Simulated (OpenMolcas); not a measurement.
Pm I: effect of the basis set

```yaml
Program: OpenMolcas
Method: CASSCF
Active_space: 5 electrons in 7 orbitals (4f)
State_averaging: 2S+1 = 6 odd, 21 roots; 2S+1 = 4 odd, 224 roots (128 in the spin-orbit step); 2S+1 = 2 odd, 130 roots kept (CI in the orbitals of an earlier block)
Spin-orbit_coupling: state interaction with AMFI integrals over the reference wave functions, term energies averaged over their components
```

A. ANO-RCC-VDZP [7s6p4d2f1g], DKH2, point nucleus; cost of the order of 3 core-minutes
B. ANO-RCC-VTZP [8s7p5d3f2g1h], DKH2, point nucleus; cost roughly 4 core-minutes
C. ANO-RCC-VQZP [9s8p6d4f3g2h], DKH2, point nucleus; cost roughly 4 core-minutes

Energies in cm-1 above 4f5 6s2 6H* 5/2, the measured ground level; measured values from NIST Handbook of Basic Atomic Spectroscopic Data.

| Level | A | B | C | Measured |
| --- | --- | --- | --- | --- |
| 4f5 6s2 6H* 5/2 | 0.0 | 0.0 | 0.0 | 0.0 |
| 4f5 6s2 6H* 7/2 | 827 | 834 | 834 | 804 |
| 4f5 6s2 6H* 9/2 | 1819 | 1833 | 1835 | 1749 |
| 4f5 6s2 6H* 11/2 | 2940 | 2961 | 2963 | 2797 |
| 4f5 6s2 6H* 13/2 | 4157 | 4184 | 4187 | 3919 |
| 4f5 6s2 6H* 15/2 | 5445 | 5477 | 5480 | 5090 |
| 4f5 6s2 6F* 1/2 | 7080 | 7044 | 7045 |  |
| 4f5 6s2 6F* 3/2 | 7312 | 7276 | 7278 |  |
| 4f5 6s2 6F* 5/2 | 7755 | 7721 | 7722 |  |
| 4f5 6s2 6F* 7/2 | 8466 | 8437 | 8439 |  |
| 4f5 6s2 6F* 9/2 | 9438 | 9415 | 9418 |  |
| 4f5 6s2 6F* 11/2 | 10616 | 10601 | 10605 |  |
| 4f5 6s2 4F* 3/2(1) | 19773 | 19619 | 19621 |  |
| 4f5 6s2 4M* 15/2 | 21109 | 20951 | 20953 |  |
| 4f5 6s2 4G* 7/2(1) [57 %] | 21142 | 20987 | 20989 |  |
| 4f5 6s2 4I* 9/2(1) | 21361 | 21219 | 21221 |  |
| 4f5 6s2 4I* 11/2(1) | 21918 | 21775 | 21777 |  |
| 4f5 6s2 4M* 17/2 | 22384 | 22244 | 22246 |  |
| 4f5 6s2 4I* 13/2(1) [71 %] | 22515 | 22367 | 22369 |  |
| 4f5 6s2 4F* 5/2(1) [51 %] | 22905 | 22765 | 22767 |  |
| 4f5 6s2 4I* 15/2(1) [69 %] | 23373 | 23229 | 23232 |  |
| 4f5 6s2 4G* 9/2(1) [71 %] | 23410 | 23269 | 23271 |  |
| 4f5 6s2 4M* 19/2 | 23591 | 23462 | 23465 |  |
| 4f5 6s2 4M* 21/2 | 24674 | 24549 | 24553 |  |

Deviations, from unrounded energies. A percentage is the sum of absolute deviations over the sum of measured energies, with the sign that they share, or ± where signs differ.

| Against measurement | Levels | A | B | C |
| --- | --- | --- | --- | --- |
| mean absolute deviation (cm-1) | 5 | 170 | 190 | 190 |
| fine structure of the ground term (%) | 5 | +5.8 | +6.5 | +6.5 |

A lies closest to measurement on these levels and C furthest from it. The largest miss of A in the table is 4f5 6s2 6H* 15/2, by +360 cm-1. The ranking rests on the paired levels alone, and a cruder setting can come out closer through cancelling errors.

Among A to C the level of the table that moves most is 4f5 6s2 4M* 15/2, by 160 cm-1 (lowest in B, highest in A).

High states are left out of the spin-orbit mixing, which shifts the levels that they would mix with. Without dynamic correlation excited terms often stand tens of per cent too high (terms of higher spin than the ground term too low), and those without a measured partner can miss by more than the paired ones. With the s shell closed, the reference lacks s² → p² mixing. Computed and measured levels are paired by configuration, term and J; levels that our copy of the source lacks, or whose pairing is in doubt (as where it misses far off the trend of its configuration), stay unpaired and out of the deviations. Only configurations of the active space appear. The table leaves out levels that lie high or whose names do not pair safely across all columns.

A share in square brackets marks a mixed level and gives the weight of the term that names it, the lowest over the columns. A number in round brackets counts repeated terms of one configuration in the order of the reference energies. * marks odd parity.
